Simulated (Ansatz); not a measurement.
`O[Si](S)(S)Cl`, relaxed with RKS PBE-D4/def2-SVP in the Gaussian-basis code of Ansatz from a rough embedded geometry. The force threshold is 0.03 eV/Å; the program also tests the step.

Charge 0, multiplicity 1.

Start:

```xyz
8

O    -1.495    0.114    0.765
Si    0.031    0.000    0.284
S     0.306   -1.869   -0.595
S     0.439    1.467   -1.127
Cl    1.226    0.224    1.929
H    -1.641    0.761    1.566
H     1.635   -1.791   -0.824
H    -0.499    1.093   -1.998
```

| step | energy (eV) | largest force (eV/Å) | largest move (Å) |
| --- | --- | --- | --- |
| 1 | -44135.6266 | 2.985 | 0.000 |
| 2 | -44135.9367 | 1.317 | 0.191 |
| 3 | -44136.0386 | 0.554 | 0.139 |
| 4 | -44136.0546 | 0.195 | 0.037 |
| 5 | -44136.0577 | 0.137 | 0.036 |
| 6 | -44136.0600 | 0.055 | 0.080 |
| 7 | -44136.0619 | 0.033 | 0.028 |
| 8 | -44136.0622 | 0.028 | 0.023 |

End:

```xyz
8

O    -1.526   -0.032    0.879
Si    0.051   -0.019    0.341
S     0.259   -1.988   -0.462
S     0.530    1.537   -1.060
Cl    1.349    0.390    1.917
H    -1.776    0.739    1.420
H     1.455   -1.686   -1.041
H    -0.342    1.059   -1.995
```

Run time 9.5 s (4 threads of a server CPU on a shared host); peak host memory 0.15 GiB.
